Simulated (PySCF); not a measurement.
Assigning NMR signals

Mapped SMILES: `[F:1][C:2]([F:3])([F:4])[O:5][C@@H:6]1[CH2:7][CH2:8][O:9]1` (H(Xn): hydrogen on atom n). Ha(C7), Ha(C8) are cis to O5 on the ring; Hb(C7), Hb(C8) are trans to O5 on the ring.

[PySCF: σ from GIAO-PBE0/pcSseg-1; geometry from GFN2-xTB; no solvent model; non-relativistic; single conformer; one averaged value for each set of equivalent atoms]

Chemical shifts δ = σref − σ; TMS for ¹³C (σref 186.93) and ¹H (σref 31.72), all at this level.

Question: Assign these signals to the numbered atoms. ¹³C{¹H} NMR (computed): δ 130.2 (C), 106.3 (CH), 69.8 (CH2), 31.1 (CH2).

Answer: 
| δ (ppm) | atoms | environment | reason |
| --- | --- | --- | --- |
| 130.2 | C2 | CF3 carbon | 4 electronegative neighbours deshield it |
| 106.3 | C6 | sp3 carbon bearing two oxygens | 2 electronegative neighbours deshield it |
| 69.8 | C8 | sp3 CH2 bonded to O | pulled downfield by the heteroatom |
| 31.1 | C7 | sp3 CH2 in a ring | a saturated carbon with 2 carbon neighbours and no heteroatom attached |

Question: Assign these signals to the numbered atoms. ¹H NMR (500 MHz, computed): δ 6.14 (m, 1H), 4.95 (m, 1H), 4.76 (m, 1H), 3.04 (m, 1H), 2.79 (m, 1H).

Answer: 
6.14 → H(C6), hydrogen on an sp3 carbon bearing two oxygens: its carbon carries O, hence the downfield position
4.95 → Ha(C8), hydrogen on an sp3 CH2 bonded to O: its carbon carries O, which withdraws density
4.76 → Hb(C8), hydrogen on an sp3 CH2 bonded to O
3.04 → Hb(C7), hydrogen on an sp3 CH2 in a ring
2.79 → Ha(C7), hydrogen on an sp3 CH2 in a ring

Splittings by ¹⁹F in the carbon and heteronuclear signals aren't shown, as no couplings were computed. Shifts are as computed. Against solution values, carbons near 30 ppm lie about +3 ppm off and those near 130 ppm about +5 ppm (rms about the fit 2.1 ppm; single classes can miss by 10 ppm). Of 1328 compounds with measured shifts, 309 miss one by over three times the rms of a fit or turn the order of signals round; such compounds aren't used in these exercises. Signals without a measured value on file couldn't be tested in this way; 1H shifts scatter by 0.2 ppm about their fit, and single ones miss by 0.5 ppm. Multiplicities follow the n + 1 count of equivalent neighbours, as no J values were calculated; m marks all less simple cases, F and P coupling included.
